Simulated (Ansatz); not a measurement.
Level of theory: CAM-B3LYP-D3(BJ)/def2-TZVP // B3LYP-D3(BJ)/def2-SVP in Ansatz (a quantum-chemistry and plane-wave program). Isolated molecules, 0 K electronic values unless said otherwise. One relaxed conformer stands for a flexible species; it need not be the lowest.  In the def2 sets, heavy atoms carry core potentials.

Reference species (SMILES): `C[Te]O` (C–Te–O–H torsion 91°) (neutral, multiplicity 1).

- LUMO: -0.57 eV
- HOMO–LUMO gap: 6.75 eV
- HOMO: -7.32 eV

After one change: the LUMO falls by 0.08 eV; the HOMO–LUMO gap drops by 0.05 eV; the HOMO falls by 0.03 eV.

Which change was made? The new species is one of these.
(A) `O[Te]c1ccccc1` (H–O–Te–C torsion 87°, O–Te–C–C torsion 9°)
(B) `C=CCC[Te]O`
(C) `O[Te]CC(F)(F)F` (H–O–Te–C torsion -81°, O–Te–C–C torsion 80°)
(D) `O[Te]C(F)(F)F` (H–O–Te–C torsion 85°)

B, `C=CCC[Te]O`
